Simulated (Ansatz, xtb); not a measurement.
# C4H3NO2S: 3 structures ranked

3 gas-phase structures of C4H3NO2S, from a drawn sample of its isomers (lower ones may exist). Each was relaxed with GFN2-xTB; where two conformers were screened, the lower at r2SCAN-D4/def2-SVP is listed:

A. `O=CC1=CC(=S)ON1`, a singlet
B. `O=CC1=NOC(=S)C1`, a singlet
C. `O=Cc1cc(S)on1`, a singlet

Problem. Estimate their order in r2SCAN-D4/def2-SVP energy at these geometries, lowest first.

Solution. Calculated order at r2SCAN-D4/def2-SVP: C (0.0), A (14.1), B (22.0) kJ/mol.

Energies above the lowest of each column, in kJ/mol; the last columns are at PBE0-D3(BJ)/def2-SVP geometries:

```json
{"structure": "C", "GFN2-xTB": "0.0", "HF/STO-3G": "0.0", "r2SCAN-D4/def2-SVP": "0.0", "PBE0-D3(BJ)/def2-SVP": "0.0", "CCSD(T)/def2-SVP + ΔMP2/def2-TZVPP": "0.0"}
{"structure": "A", "GFN2-xTB": "26.6", "HF/STO-3G": "136.9", "r2SCAN-D4/def2-SVP": "14.1", "PBE0-D3(BJ)/def2-SVP": "22.6", "CCSD(T)/def2-SVP + ΔMP2/def2-TZVPP": "44.3"}
{"structure": "B", "GFN2-xTB": "31.7", "HF/STO-3G": "51.9", "r2SCAN-D4/def2-SVP": "22.0", "PBE0-D3(BJ)/def2-SVP": "26.3", "CCSD(T)/def2-SVP + ΔMP2/def2-TZVPP": "25.6"}
```

Every level run on C puts it lowest or level with the lowest. CCSD(T)/def2-SVP + ΔMP2/def2-TZVPP orders those it was run on as C (0.0), B (25.6), A (44.3) kJ/mol. Flexible structures stand in one conformer each, not always the lowest. ΔMP2 is the change of the MP2 energy from the smaller to the larger basis.

Programs: Ansatz 0.2.0, xtb 6.7.1.
